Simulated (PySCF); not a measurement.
H2Si2, SMILES [Si]=[SiH2] (connectivity only; charge and spin as stated), neutral, multiplicity 1.

Geometry: r2SCAN-D4/def2-TZVP. The isomer is the one that the SMILES or the coordinates give; other isomers of the formula were not compared.

Calculation: r2SCAN-D4/def2-TZVP in PySCF.

Frequencies are harmonic and unscaled.

| mode | ν (cm⁻¹) | IR (km/mol) | moving atoms (share of kinetic energy) |
|---|---|---|---|
| 1 | 218 | 24.6 | H 88 %, Si 12 % |
| 2 | 355 | 2.3 | H 87 %, Si 13 % |
| 3 | 534 | 16.7 | Si 93 % |
| 4 | 877 | 49.2 | H 92 %, Si 8 % |
| 5 | 2187 | 43.2 | H 98 % |
| 6 | 2215 | 50.1 | H 95 % |
